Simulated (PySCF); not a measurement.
C₂H₆Zn, charge +1, doublet, at a GFN2-xTB geometry (such geometries of metal compounds can be far from the true shape) (a state made from the parent by changing its charge; the spin is typed, not shown lowest). Base run: DF-M062X/6-31G** in PySCF.

Input for PySCF:
```python
from pyscf import gto, scf, dft

mol = gto.Mole()
mol.atom = '''
    Zn    0.000000    0.000000   -0.000000
    C     1.606730    0.230839   -1.292006
    H     2.248599   -0.630242   -1.126148
    H     2.080405    1.168535   -1.013931
    H     1.183561    0.253699   -2.292692
    C    -1.606730   -0.230839    1.292006
    H    -2.080405   -1.168535    1.013931
    H    -2.248599    0.630242    1.126148
    H    -1.183561   -0.253699    2.292692
'''
mol.basis = '6-31g**'
mol.charge = 1
mol.spin = 1
mol.verbose = 4
mol.build()

mf = dft.UKS(mol)
mf.xc = 'm062x'
mf = mf.density_fit(auxbasis='def2-universal-jkfit')
mf.kernel()
mf.analyze()
```

The base run was repeated with changes; each row names its change, and settings that it needs were set with it.

| change | E (Eh) | HOMO (eV) | <S^2> | core-seconds (rough) |
|---|---|---|---|---|
| base | -1858.48938 | -14.69 | 0.784 | 20 |
| functional = b3lyp | -1858.61917 | -13.63 | 0.769 | 9 |
| functional = pbe; dispersion = d4 | -1858.17164 | -12.67 | 0.758 | 9 |
| functional = r2scan | -1858.48755 | -13.08 | 0.771 | 20 |
| functional = mn15 | -1858.71510 | -14.26 | 0.772 | 20 |
| functional = camb3lyp | -1858.61291 | -14.99 | 0.786 | 8 |
| functional = x3lyp | -1858.47704 | -13.68 | 0.771 | 8 |
| functional = b3lyp5 | -1858.43802 | -13.54 | 0.770 | 10 |
| functional = blyp; dispersion = d3zero | -1858.59847 | -12.44 | 0.757 | 10 |
| functional = pbe0 | -1858.21199 | -13.83 | 0.775 | 8 |
| functional = hse06 | -1858.21994 | -13.48 | 0.775 | 10 |
| functional = b97-1 | -1858.44265 | -13.58 | 0.767 | 6 |
| functional = m06 | -1858.45795 | -13.81 | 0.777 | 10 |

Absolute energies of different levels of theory aren't comparable as measures of quality.

Open shells are given as the SCF converged; they aren't shown to be the lowest states, and a large step between rows can be another state.
